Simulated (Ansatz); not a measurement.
PBE exchange is replaced step by step with exact exchange (0 % is PBE, 25 % PBE0; no dispersion term), basis def2-TZVP, Ansatz. System: Ge2Au⁺. The state is a singlet with charge 1. Geometry: PBE-D4/def2-TZVP.

Geometry of the singlet:

```xyz
3

Au   -0.897   -1.009   -0.480
Ge    0.992    0.596   -0.969
Ge   -0.095    0.412    1.449
```

In the def2 sets Au takes a core potential; there is no spin–orbit coupling. At PBE-D4/def2-TZVP, PBE0-D4/def2-TZVP the restricted singlet is unstable: a solution with broken spin symmetry lies lower. The restricted singlet is unstable towards broken spin symmetry at other levels; at PBE with 5 % exact exchange/def2-TZVP, PBE with 10 % exact exchange/def2-TZVP, PBE with 15 % exact exchange/def2-TZVP, PBE with 35 % exact exchange/def2-TZVP and others this wasn't settled. The geometry of the singlet was relaxed on an unsound state (restricted singlet, unstable towards broken spin symmetry). At PBE0-D4/def2-TZVP a triplet of charge 1 lies 0.38 eV below the restricted singlet, each at its own geometry. The structure comes from a short search, and lower isomers may exist.

```json
{"exact exchange (%)": "5", "HOMO (eV)": "-10.14", "LUMO (eV)": "-9.77", "gap (eV)": "0.37"}
{"exact exchange (%)": "10", "HOMO (eV)": "-10.30", "LUMO (eV)": "-9.61", "gap (eV)": "0.70"}
{"exact exchange (%)": "15", "HOMO (eV)": "-10.47", "LUMO (eV)": "-9.44", "gap (eV)": "1.03"}
{"exact exchange (%)": "25", "HOMO (eV)": "-10.81", "LUMO (eV)": "-9.11", "gap (eV)": "1.70"}
{"exact exchange (%)": "35", "HOMO (eV)": "-11.14", "LUMO (eV)": "-8.78", "gap (eV)": "2.37"}
{"exact exchange (%)": "50", "HOMO (eV)": "-11.66", "LUMO (eV)": "-8.29", "gap (eV)": "3.37"}
```

Problem. Estimate the row for 0 %.

Solution. 
```tsv
exact exchange (%)	HOMO (eV)	LUMO (eV)	gap (eV)
0	-9.97	-9.94	0.04
```
